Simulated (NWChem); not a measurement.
C2H3AlClF; SMILES C=[CH][Al]([F])[Cl]

```xyz
8

Al    -0.5254     0.1358     0.0000
F     -2.0019     0.9244     0.0000
Cl     1.2093     1.3329     0.0000
C     -0.3733    -1.7896     0.0000
C      0.8423    -2.3820     0.0000
H     -1.2673    -2.4408     0.0000
H      0.9657    -3.4806     0.0000
H      1.7779    -1.7944     0.0000
```
Atoms are numbered in this order, from 1.

Computed with NWChem. Geometry: optimised at PBE-D3(BJ)/def2-SVP.

For level PBE/cc-pVDZ:

- highest occupied level (eV) = -7.28

What are these values for level PBE/aug-cc-pVDZ?


| Property | Result |
|---|---|
| highest occupied level (eV) | -7.44 |
